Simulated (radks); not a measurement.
Values are calculated unless marked as measured or tabulated.
Fractional charge and spin in the 5p shell of lanthanum: the spin-up occupation runs from 2 to 3 and the spin-down occupation from 2 to 3; the fullest corner is La+, [Kr] 4d10 5s2 5d(up 1, down 1) 5p(up 3, down 3). Code: a radial shooting solver on a logarithmic mesh with Libxc functionals. Model: scalar-relativistic Kohn-Sham, PBE, spin-polarised, spherical densities, point nucleus. Energy (eV) above the fullest corner. The planes named below are the two flat planes that join the four corners, with an edge along up + down = one added electron.

down \ up,2,2.25,2.5,2.75,3
2,73.478,61.861,50.938,40.698,31.129
2.25,61.861,50.990,40.800,31.279,22.413
2.5,50.938,40.800,31.329,22.511,14.331
2.75,40.698,31.279,22.511,14.379,6.867
3,31.129,22.413,14.331,6.867,0.000

Corners above the fullest one (they belong to La2+ and the next ion): (up 3, down 2) 31.129 eV, (up 2, down 3) 31.129 eV, (up 2, down 2) 73.478 eV. With half an added electron in each spin the energy lies 0.199 eV from the planes, and with half an added electron in spin up alone -1.365 eV. The planes are only a guide here: the flat-plane condition holds for ground states with one frontier orbital, while this shell lies below other occupied shells, so the corners above the fullest one are inner-hole states and not the ground states of those ions.
